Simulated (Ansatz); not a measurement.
Calculated with Ansatz (gas phase, PBE0-D4/def2-TZVP geometries, no zero-point term in ΔE). CCSD(T)/CBS is the MP2 limit (def2-TZVPP, def2-QZVPP) plus CCSD(T) − MP2 in def2-TZVPP, frozen cores. This one scheme is used for every species. Functionals use def2-TZVPP. Each species was taken in one conformer, which may not be the lowest.

Consider the silylene loss: `FB(F)N([SiH3])[SiH3]` → `FB(F)N[SiH3]` + `[SiH2]`.

```
             level  ΔE (kJ/mol)  difference from CCSD(T)/CBS
        r2SCAN0-D4        299.2                         18.8
      CAM-B3LYP-D4        281.4                          1.0
          PBE-QIDH        293.9                         13.5
               PBE        263.9                        -16.5
            r2SCAN        293.9                         13.5
         CAM-B3LYP        271.2                         -9.2
    MP2/def2-TZVPP        295.5                         15.1
SCS-MP2/def2-TZVPP        283.6                          3.2
CCSD(T)/def2-TZVPP        273.8                         -6.6
SCS-MP2/def2-QZVPP        288.0                          7.6
       CCSD(T)/CBS        280.4                            0
```

What do rigid-rotor, harmonic-oscillator terms from PBE0-D4/def2-TZVP frequencies (298.15 K, 1 bar) make of the CCSD(T)/CBS value? (An estimate is asked.)

The calculation gave: ΔZPE = -9.8 kJ/mol, ΔH = +274.8 kJ/mol, ΔS = 159 J/(mol·K), ΔG = +227.2 kJ/mol. Modes under 50 cm⁻¹ make the entropy rough.

Largest T1 diagnostic among the species: 0.014.

In def2-TZVPP, CCSD(T) changes the Hartree–Fock value by +14.4 kJ/mol (the triples alone add +5.1 kJ/mol) and MP2 by +36.1 kJ/mol. The D4 term adds +18.0 kJ/mol with B3LYP and +9.7 kJ/mol with PBE0; it sums over pairs of atoms, weighted by their polarisabilities, and B3LYP, whose exchange is more repulsive, gets the larger term.

CCSD(T)/CBS has its own doubt, a few kJ/mol and more with outer-core shells, so smaller differences from it don't rank the levels.

B3LYP here is the variant with VWN-RPA as its local correlation; programs differ in this.
